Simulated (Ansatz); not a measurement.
`Cl[SiH2][S][GeH3]` + `CN[SiH3]` → `CN([SiH3])[SiH2]Cl` + `[SH][GeH3]` at 500 K and 1 bar (ligand exchange at the Si–S bond).

Computed with Ansatz on PBE0-D4/def2-TZVP structures; ΔE is electronic, products minus reactants. CCSD(T)/CBS is the MP2 limit (def2-TZVPP, def2-QZVPP) plus CCSD(T) − MP2 in def2-TZVPP, frozen cores. For Ge outer-core shells are correlated without core-valence functions, which leaves a few kJ/mol of doubt a bond. Scalar relativity is left out up to krypton. Each species was taken in one conformer, which may not be the lowest.

```tsv
species	CCSD(T)/CBS energy (Eh)	H − E (kJ/mol)	S (J/(mol·K))
`Cl[SiH2][S][GeH3]`	-3225.84041	165.3	449.1
`CN[SiH3]`	-386.04948	244.7	351.8
`CN([SiH3])[SiH2]Cl`	-1135.59245	289.0	462.2
`[SH][GeH3]`	-2476.30083	114.8	326.3
```

H − E and S are ideal-gas, rigid-rotor, harmonic terms from PBE0-D4/def2-TZVP, for one conformer and one mirror image of each species. 1 Eh = 2625.50 kJ/mol, R = 8.31446 J/(mol·K).

Q: By hand: ΔE, ΔH, ΔS and ΔG.

A: ΔE = (-1135.59245) + (-2476.30083) − (-3225.84041) − (-386.04948) = -0.00339 Eh = -8.9 kJ/mol. Δ(H − E) = 289.0 + 114.8 − 165.3 − 244.7 = -6.2, so ΔH = -15.1 kJ/mol. ΔS = 462.2 + 326.3 − 449.1 − 351.8 = -12.4 J/(mol·K). ΔG = -15.1 − 500 × (-12.4)/1000 = -8.9 kJ/mol.

Q: By hand: the equilibrium constant, and the temperature at which ΔG would vanish if ΔH and ΔS stayed fixed.

A: log₁₀ K = −ΔG/(RT ln 10) = 0.9. ΔG = 0 at ΔH/ΔS = 1218 K, though so small a ΔS makes that figure unsure.

TΔS isn't small against ΔH here. A doubt of 5 kJ/mol in ΔE shifts log₁₀ K by 0.5 here. Other conformers and mirror images would add mixing entropy, several J/(mol·K) or more a flexible species. Modes under 60 cm⁻¹, often nearly free rotors, make the harmonic entropy too high. These are equilibria of isolated gas molecules and say nothing of rates. Largest T1 diagnostic: 0.011 (customary marks: 0.02 for closed shells, 0.045 for open ones).
